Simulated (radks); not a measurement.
Values are calculated unless marked as measured or tabulated.
Species: Cd XLI. Configuration: [He] 2s2 2p4. Level of theory: scalar-relativistic Kohn-Sham, PBE, spin-polarised, spherical densities, finite nucleus; open shells are filled with parallel spins first (spin-orbit coupling, left out, can overturn this in heavy ions); Fermi nuclear charge, rms radius 4.6087 fm (a radial shooting solver on a logarithmic mesh with Libxc functionals).

Unscreened Slater integrals over Kohn-Sham orbitals (eV). They are taken over the spin-up orbitals.

| integral | value |
|---|---|
| F0(2p,2p) | 225.15 |
| F2(2p,2p) | 107.49 |
| F0(2p,2s) | 205.64 |
| G1(2p,2s) | 115.96 |
| F0(2p,1s) | 304.90 |
| G1(2p,1s) | 58.841 |
| F0(2s,2s) | 193.44 |
| F0(2s,1s) | 271.90 |
| G0(2s,1s) | 27.356 |
| F0(1s,1s) | 845.59 |

Derived for the open shells (J is the average intra-shell exchange parameter used in DFT+U). 2p: J = F2/5 = 21.50 eV.
